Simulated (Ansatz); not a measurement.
```yaml
crystal:
  periodic: [true, true, true]
  atoms:
    - {symbol: P, position_ang: [-1.114939, -0.047055, 0.847507]}
    - {symbol: As, position_ang: [1.204003, -0.337194, 0.792847]}
    - {symbol: As, position_ang: [0.109024, 1.369099, -0.552805]}
    - {symbol: As, position_ang: [-0.198098, -0.984841, -1.087540]}
basis:
  gaussian: {orbitals: STO-3G}
hamiltonian: {xc: {name: revPBE0}}
scf: {omitted_lower_state_checks: [starts]}
output: {forces: true}
```

```sh
$ ansatz run in.yaml --threads 4 --pin off --events-out ev --progress --plain --max-ram 3916MiB
```

It prints (some lines left out):

```
Error: YAML parse error: error: line 2 column 3: crystal: missing field `lattice` (a structure is typed as `lattice` and `atoms`, a molecule's as `atoms` in Å alone, or read from a run's directory, `checkpoint`)
 --> <input>:2:3
1 | crystal:
2 |   periodic: [true, true, true]
3 |   atoms:
4 |     - {symbol: P, position_ang: [-1.114939, -0.047055, 0.847507]}
```

In this input the species is marked periodic without a cell. The input was rejected before any iteration.
